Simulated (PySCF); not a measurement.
MP2, SCS-MP2 and SOS-MP2 from spin components

System: ethylene (C2H4), singlet, geometry from GFN2-xTB. Level: MP2/6-31G** (PySCF). Sums are taken with unrounded values, so a last digit can differ.

Here is a job for PySCF.
```python
from pyscf import gto, scf, mp

mol = gto.M(
    atom='''
C    -0.01328681   -0.00656652    0.65800535
C     0.01328681    0.00656652   -0.65800535
H    -0.02089650    0.90169144    1.23822259
H    -0.02873771   -0.92622134    1.21982272
H     0.02873771    0.92622134   -1.21982272
H     0.02089650   -0.90169144   -1.23822259
''',
    basis='6-31g**',
    verbose=4,
)

mf = scf.RHF(mol)
mf.kernel()

pt = mp.MP2(mf, frozen=2)
pt.kernel()
print('E(MP2) = %.10f' % pt.e_tot)
```

It gave an SCF energy of -78.038713 Eh, a same-spin correlation energy of -0.058818 Eh and an opposite-spin one of -0.216312 Eh.

**Question.** Work out the MP2, SCS-MP2 (6/5 and 1/3) and SOS-MP2 (1.3 and 0) correlation and total energies.

**Answer.** MP2: -0.216312 + (-0.058818) = -0.275130 Eh, total -78.313842 Eh, as the program printed. SCS-MP2: 1.2 × (-0.216312) + (-0.058818)/3 = -0.279180 Eh, total -78.317893 Eh. SOS-MP2: 1.3 × (-0.216312) = -0.281205 Eh, total -78.319918 Eh. Opposite spins carry 79 % of the MP2 correlation; same-spin pairs are already kept apart by exchange.
